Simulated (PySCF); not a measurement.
## Polarisability and C₆ of P²⁺ (phosphorus, charge +2)

[Ne] 3s2 3p1, 2P determinant. Computed with PySCF 2.14 in aug-cc-pV(D+d)Z (5s4p3d, 32 functions), with the non-relativistic Hamiltonian (point nucleus). Coupled (time-dependent) response in atomic units; α is the mean over directions.

```csv
method,mean α (bohr³),"α xx, yy, zz",C₆ (like pair),S(−4)
UHF,9.588,"9.841, 9.083, 9.841",35.22,40.27
PBE,9.189,"9.372, 8.823, 9.372",33.01,36.05
PBE0,9.260,"9.473, 8.833, 9.473",33.41,36.66
BHandHLYP,9.254,"9.464, 8.834, 9.464",33.42,36.49
M06-2X,9.318,"9.242, 9.470, 9.242",32.98,39.14
```

S(−4) is the Cauchy moment in α(ω) = α(0) + S(−4) ω² + …

α(iu) at M06-2X:

```
u (hartree)  α(iu) (bohr³)
          0          9.318
     0.0500          9.221
      0.100          8.944
      0.200          7.996
      0.300          6.816
      0.500          4.673
      0.750          2.935
       1.00          1.957
       1.50          1.036
       2.00         0.6499
       3.00         0.3424
       5.00         0.1616
```

A single London oscillator, α(iu) = α/(1 + u²/ω²), gives C₆ = (3/4) ω α². Matching the computed C₆ needs ω = 4 × 32.98 / (3 × 9.318²) = 0.506 hartree.

For an ion, C₆ is the dispersion term alone; charge-induced terms of lower order in 1/R come first.

The components differ because the open shell of this determinant is not spherical; for a pure term their mean is the scalar polarisability.
